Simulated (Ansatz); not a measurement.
The cluster Rb₃Br₃⁺, relaxed as a doublet with UKS PBE-D4/def2-SVP in Ansatz, starting from the GFN2-xTB geometry. Force threshold 0.02 eV/Å.

In the def2 sets Rb takes a core potential; there is no spin–orbit coupling. The gap within one spin of the charge 1 doublet nearly closes, so an electron or hole may be smeared out by delocalisation error. The relaxation made no stability test and no search for a lower SCF solution. The structure comes from a short search, and lower isomers may exist.

Start:

Cartesian coordinates in Å:
```
Rb -0.164 -3.401 1.095
Rb 2.410 2.212 1.431
Rb -2.263 1.190 -2.622
Br -1.677 -1.505 -0.993
Br 1.599 -0.849 1.882
Br 0.096 2.353 -0.792
```

(1) Estimate the energy that the relaxation releases and the steps that it takes.

(2) Does the start keep its bonding and symmetry?

(3) Predict the relaxed structure.

Answers

(1) 29.0 kJ/mol, in 12 steps; 74 s on 4 threads of Arm Neoverse V2 on a shared host. No frequencies were taken in this run, so the end may be a saddle point.

(2) By distances, no bond broke or formed. The bond that changes most is Rb1–Br4, from 3.20 to 3.41 Å (atoms count from 1). The end is the same structure that another start reached, the lowest one found. Point group Cs at the start, C2 at the end, both within 0.05 Å.

(3) 
Cartesian coordinates in Å:
```
Rb -0.013 -3.073 1.096
Rb 2.249 1.834 1.483
Rb -2.666 1.473 -3.071
Br -1.515 -0.886 -1.051
Br 2.103 -1.169 2.479
Br -0.158 1.820 -0.936
```
Bond lengths (bridged metal pairs left out): 6 × Br–Rb 3.16 to 3.41 Å.
